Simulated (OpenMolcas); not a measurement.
Ag2+ (d9) among equal point charges was computed by CASSCF with the d shell active (OpenMolcas, ANO-RCC-VDZP on the metal). Its lowest spin-free states, and all those of the highest spin:

```tsv
2S+1	Degeneracy	E (cm-1)
2	2	0.0
2	3	6345
```

Question: Is the site octahedral, tetrahedral or cube-like, axial, or of lower symmetry?

Answer: The states with 2S+1 = 2 have orbital degeneracies 2, 3. Threefold states need a cubic site. For d9 at this spin an octahedron puts the twofold E below the threefold T2 and a tetrahedron or cube puts the threefold T2 below the twofold E, so the site is octahedral. The first gap at this spin, 6340 cm-1, is |10Dq| in ligand-field theory. The run had Ag2+ among 6 point charges of -1.5 e arranged as an octahedron (Oh), 1.99 Å from the ion.

An orbital doublet at a regular site is open to a Jahn-Teller distortion, which this geometry leaves out. Point charges carry no covalency, so the field is a model and not that of real ligands. No measured value stands beside these numbers.
